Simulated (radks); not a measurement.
Question: Species: Ne3+. Configuration: 2s2 2p3 3s2 (not the ground configuration). Calculated with a radial shooting solver on a logarithmic mesh with Libxc functionals: non-relativistic Kohn-Sham, PBEsol, spin-polarised, spherical densities, point nucleus; open shells are filled with parallel spins first. Some entries of the table are withheld. Estimate them.

orbital  occ.  eigenvalue (Ry)  r(max) (bohr)  <r^2> (bohr^2)
2s up       1              (1)         0.5658          0.5440
2s down     1              (2)         0.5739          0.5714
2p up       3              (3)         0.4445             (4)
2p down     0              (5)         0.4611             (6)
3s up       1         -2.86262          1.773           4.354
3s down     1         -2.79037          1.820           4.561

Answer: 
(1) 2s up eigenvalue (Ry): -11.10705
(2) 2s down eigenvalue (Ry): -10.40259
(3) 2p up eigenvalue (Ry): -10.08369
(4) 2p up <r^2> (bohr^2): 0.4189
(5) 2p down eigenvalue (Ry): -9.10805
(6) 2p down <r^2> (bohr^2): 0.4596
